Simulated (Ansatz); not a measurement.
Species: sum formula H$_{7}$SiN$_{3}$O, net charge 0, singlet state. 
Structure (B3LYP-D3(BJ)/def2-TZVP (Ansatz, a first-principles code) minimum search):
```
Si
O 1 1.6555
H 2 0.9598 1 115.46
N 1 1.7091 2 101.03 3 -169.87
H 4 1.0056 1 121.93 2 -179.56
H 4 1.0062 5 112.52 1 155.42
N 1 1.7095 2 120.49 3 74.54
H 7 1.0067 1 121.37 2 -77.48
H 7 1.0067 8 112.14 1 -152.24
N 1 1.7238 2 105.23 3 -40.97
H 10 1.0082 1 119.45 2 172.25
H 10 1.0082 11 110.65 1 -144.94
```

Dipole moments at this geometry, in debye (magnitudes).

```tsv
level	program	dipole (D)
BLYP/def2-TZVPD	Ansatz	1.35
B97M-V/def2-TZVPD	Ansatz	1.34
B3LYP/def2-TZVPD	Ansatz	1.39
BHLYP/def2-TZVPD	Ansatz	1.44
r2SCANh/def2-TZVPD	Ansatz	1.39
CAM-B3LYP/def2-TZVPD	Ansatz	1.43
LC-wPBE/def2-TZVPD	Ansatz	1.45
wB97X-V/def2-TZVPD	Ansatz	1.41
CCSD(T)/aug-cc-pV(D+d)Z	Ansatz	1.37
```
